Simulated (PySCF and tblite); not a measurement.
The numbers below are computed, except where a source is named.
System: C₃H₆ClO₂S (charge -1), numbered as in [CH3:1][CH2:2][S:3](=[O:4])(=[O:5])[CH-:6][Cl:7].

Motion: pyramidal inversion at C6. GFN2-xTB gives an electronic barrier of 11.0 kcal/mol and a reaction energy of -1.1 kcal/mol.

The barrier is low, and the GFN2-xTB saddle may lie off the DFT one, so take it as rough. The ion is treated without a counter-ion.

Task: What does B3LYP/pcSseg-1 + D3(BJ) give on GFN2-xTB geometries?

Result: A barrier of 1.9 kcal/mol, 9.1 below the tight-binding barrier (from unrounded values), a reaction energy of -0.1 kcal/mol and, with GFN2-xTB thermal terms, ΔG‡(298 K) = 1.7 kcal/mol and k = 3.8×10¹¹ s⁻¹ (1 equivalent path).

Programs: tblite and PySCF.
